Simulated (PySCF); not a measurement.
Worked example: chemical shift, span and skew from a shielding tensor

H5P, SMILES [H][P@TB3]([H])([H])([H])[H]. Atoms are numbered in the order given.

```xyz
6

P      0.0000     0.0000     0.0000
H      0.0000     0.0000     1.4812
H      0.0000     0.0000    -1.4812
H      1.4274     0.0000     0.0000
H     -0.7137     1.2362     0.0000
H     -0.7137    -1.2362     0.0000
```
Charge 0, spin multiplicity 1.

Geometry: PBE0-D3(BJ)/def2-TZVPD.

GIAO shieldings from PBE/pcSseg-2 (PySCF), non-relativistic, no solvent. The symmetric part of the tensor of P1 has the principal values 409.3, 642.4, 642.4 ppm. The same nucleus in PH3 has σ = 572.3 ppm at this level (PySCF, at its B3LYP-D3(BJ)/def2-TZVP geometry).

### Question
Work out the isotropic shielding, the ³¹P shift against PH3, the span and the skew.

### Answer

σ(iso) = (σ11 + σ22 + σ33)/3 = 564.7 ppm. δ = σ(ref) − σ(iso) = 572.3 − (564.7) = 7.6 ppm.
Span Ω = σ33 − σ11 = 233.1 ppm. Skew κ = 3(σ(iso) − σ22)/Ω = -1.00, an axial tensor. Tumbling in solution averages the tensor to δ; in a static solid the shielding alone would spread this spin-1/2 line over Ω.
